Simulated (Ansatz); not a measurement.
Reaction (ligand exchange at a B–N bond): `BN[SiH2]C=C` + `OCO[SiH3]` → `BOCO[SiH3]` + `C=C[SiH2]N`

Gas-phase electronic energies from Ansatz, PBE0-D4/def2-TZVP geometries. CBS: MP2 limit from def2 TZ/QZ plus the TZ coupled-cluster correction, frozen cores. Functionals use def2-TZVPP. One conformer a species, not always the lowest.

```csv
level,ΔE (kcal/mol)
PBE0-D4,-0.5
PBE,-0.2
revPBE,0.1
MP2/def2-SVP,-1.5
```

Q: What does CCSD(T)/CBS give? (Best estimate.)

A: Computed: -1.2 kcal/mol. The listed levels differ from it by 0.7, 1.0, 1.3, -0.3 kcal/mol.

Largest T1 diagnostic among the species: 0.013.

In def2-TZVPP, CCSD(T) changes the Hartree–Fock value by +1.0 kcal/mol (the triples alone add +0.1 kcal/mol) and MP2 by +1.0 kcal/mol. Leaving LDA and LC-ωPBE aside and taking each functional with its dispersion term where it has one, the values, not all of them listed here, spread over 1.6 kcal/mol, from CAM-B3LYP-D4 to HSE06-D4.
